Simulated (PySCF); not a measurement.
Compounds:

A. SMILES CO[Si](F)(OC)C(C)=O
B. `C/C(C#N)=C\[Si@@H](O)C(C)C`
C. SMILES C[P@@](=O)(O)C(F)=C(F)F

Spectrum 1. $^{1}$H NMR (300 MHz, computed): δ 4.08 (s, 6H), 2.38 (s, 3H). $^{13}$C{$^{1}$H} NMR (computed): δ 241.4 (C), 54.3 (CH3), 40.3 (CH3).

Spectrum 2. $^{1}$H NMR (300 MHz, computed): δ 3.21 (br s, 1H), 1.59 (m, 3H). $^{13}$C{$^{1}$H} NMR (computed): δ 169.8 (C), 138.1 (C), 16.5 (CH3).

Spectrum 3. $^{1}$H NMR (300 MHz, computed): δ 6.60 (d, 1H), 5.30 (m, 1H), 2.43 (s, 3H), 1.15 (m, 3H), 1.09 (br s, 1H), 1.03 (m, 1H), 0.96 (m, 3H). $^{13}$C{$^{1}$H} NMR (computed): δ 148.6 (CH), 138.8 (C), 125.0 (C), 24.1 (CH3), 23.2 (CH), 18.6 (CH3), 17.6 (CH3).

Equivalent nuclei averaged, no solvent model, one conformer, non-relativistic Hamiltonian. Structure optimised with GFN2-xTB; GIAO PBE0/pcSseg-1 shieldings; PySCF.

References, each an isolated molecule treated in the same way: $^{1}$H (σ = 31.72 ppm) and $^{13}$C (σ = 186.93 ppm) against TMS. Splittings of carbon signals by F and P are missing where no couplings were computed. Where no couplings were computed, multiplicities follow the n + 1 count of equivalent neighbours, and m marks all less simple cases (inequivalent or close neighbours, rings, F or P nearby). Shifts are as computed. Against solution values, carbons near 30 ppm lie about +3 ppm off and those near 130 ppm about +5 ppm. Of 1211 compounds with measured shifts, 218 miss one by over three times the rms of a fit or turn the order of signals round; such compounds aren't used in these exercises. OH and NH positions are gas-phase values without hydrogen bonding to other molecules.

Q: Match each spectrum to its structure.

A: 1–A, 2–C, 3–B.

- Spectrum 1 (A): 3 $^{13}$C signals; δC 54.3 is a methyl carbon bonded to O; δC 40.3 is a methyl carbon α to a carbonyl.
- Spectrum 2 (C): 3 $^{13}$C signals; δC 138.1 is a fully substituted alkene carbon; δH 3.21 is the hydrogen on an oxygen bonded to P.
- Spectrum 3 (B): 7 $^{13}$C signals; δC 148.6 is an alkene CH; δC 138.8 is a fully substituted alkene carbon.
